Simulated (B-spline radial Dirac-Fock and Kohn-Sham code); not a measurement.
# Eu 5s: cross section and angular parameters

System: neutral europium, configuration 1s2 2s2 2p6 3s2 3p6 3d10 4s2 4p6 4d10 4f7 5s2 5p6 6s2; threshold 48.59 eV (orbital energy of the model). Method: Dirac-Hartree-Slater photoionisation with a Latter tail; cross sections with all multipoles, angular parameters from the dipole term and its interference with E2. Computed with a radial atomic solver.

For linearly polarised light dσ/dΩ = σ/(4π) [1 + β P₂(cos θ) + (δ + γ cos²θ) sin θ cos φ], with θ from the polarisation vector and φ the angle between the beam and the projection of the electron momentum on the plane normal to the polarisation.

| hν (eV) | σ (kb) | β | γ |
| --- | --- | --- | --- |
| 100 | 105 | 1.749 | 0.012 |
| 200 | 64.7 | 1.898 | 0.258 |
| 284 | 42.9 | 1.923 | 0.323 |
| 318 | 37.0 | 1.929 | 0.337 |
| 353 | 32.2 | 1.933 | 0.348 |
| 422 | 25.3 | 1.940 | 0.359 |
| 582 | 16.0 | 1.950 | 0.362 |
| 600 | 15.3 | 1.951 | 0.361 |
| 681 | 12.7 | 1.954 | 0.352 |
| 721 | 11.6 | 1.955 | 0.347 |
| 725 | 11.5 | 1.955 | 0.346 |
| 754 | 10.8 | 1.956 | 0.342 |
| 813 | 9.66 | 1.958 | 0.333 |
| 1090 | 6.08 | 1.963 | 0.280 |
| 1253.6 | 4.84 | 1.965 | 0.246 |
| 1340 | 4.34 | 1.966 | 0.228 |
| 1400 | 4.03 | 1.967 | 0.215 |
| 1920 | 2.35 | 1.970 | 0.114 |
| 2780 | 1.22 | 1.974 | -0.010 |
| 2830 | 1.18 | 1.974 | -0.016 |
| 2984.4 | 1.07 | 1.974 | -0.032 |
| 3960 | 0.634 | 1.976 | -0.102 |
| 4000 | 0.622 | 1.976 | -0.104 |
| 4730 | 0.453 | 1.977 | -0.125 |
| 5414.7 | 0.350 | 1.977 | -0.129 |
| 8047.8 | ? | ? | ? |
| 11300 | 0.0803 | 1.979 | 0.183 |
| 15000 | 0.0442 | 1.978 | 0.486 |

Question: Give the values at Cu Kα (8047.8 eV).

Answer: σ = 0.161 kb, β = 1.979, γ = -0.041. For an s subshell δ is negligible.
